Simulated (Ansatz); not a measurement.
Consider the atomization: `SC1O[SiH2][SiH2]1` → C• + 6 H• + O• + S• + 2 Si•.

Gas-phase electronic energies from Ansatz, PBE0-D4/def2-TZVP geometries. CCSD(T)/CBS adds triple-zeta CCSD(T) − MP2 to the extrapolated MP2 energy (def2 sets, frozen cores). This one scheme is used for every species, atoms too. No spin–orbit coupling; open shells (•) take unrestricted orbitals. Spin–orbit coupling would lower the free atoms: a little for C, O, S, Si. Each species was taken in one conformer, which may not be the lowest.

```tsv
species	CCSD(T)/CBS(def2) energy (Eh)
`SC1O[SiH2][SiH2]1`	-1092.75987
C•	-37.79194
H•	-0.50000
O•	-75.00631
S•	-397.67955
Si•	-288.94402
```

(1) Work out ΔE.

Largest T1 diagnostic among the species: 0.014.

Results:

(1) ΔE = 6 × (-0.50000) + 2 × (-288.94402) + (-37.79194) + (-75.00631) + (-397.67955) − (-1092.75987) = 1.39403 Eh = +3660.0 kJ/mol.

In def2-TZVPP, CCSD(T) changes the Hartree–Fock value by +961.1 kJ/mol (the triples alone add +62.1 kJ/mol) and MP2 by +1007.4 kJ/mol; breaking electron pairs costs correlation energy, which Hartree–Fock lacks. From PBE to PBE0 (25 % exact exchange), in def2-TZVPP and without D4, ΔE moves by −54.9 kJ/mol: exact exchange takes away binding that semilocal exchange gives to molecules.

For atomizations the MP2-based limit and the directly extrapolated one differ by several kJ/mol either way, and by 10 to 25 for some Ge, Se and Sn compounds, so smaller differences from it don't rank the levels.
